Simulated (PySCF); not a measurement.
## Polarisability and C₆ of Tc (technetium, neutral)

[Kr] 4d5 5s2, high-spin 6S determinant. Computed with PySCF 2.14 in ANO-RCC-VQZP, with scalar relativity by spin-free X2C-1e. Coupled (time-dependent) response in atomic units; α is the mean over directions. The basis has no added diffuse functions, which lowers α and C₆.

```json
{"method": "TPSS", "mean α (bohr³)": "94.48", "C₆ (like pair)": "1099", "S(−4)": "5787"}
```

S(−4) is the Cauchy moment in α(ω) = α(0) + S(−4) ω² + …

Reference α: 79 ± 10 bohr³ (recommended; Schwerdtfeger and Nagle, table of static dipole polarizabilities (2023 update)). Published C₆: 939.0 (Gould and Bucko (2016)).

α(iu) at TPSS:

```tsv
u (hartree)	α(iu) (bohr³)
0	94.48
0.0500	82.88
0.100	63.91
0.200	37.75
0.300	24.67
0.500	13.67
0.750	8.450
1.00	5.932
1.50	3.478
2.00	2.306
3.00	1.231
5.00	0.5223
```

A single London oscillator, α(iu) = α/(1 + u²/ω²), gives C₆ = (3/4) ω α². Matching the computed C₆ needs ω = 4 × 1099 / (3 × 94.48²) = 0.164 hartree.
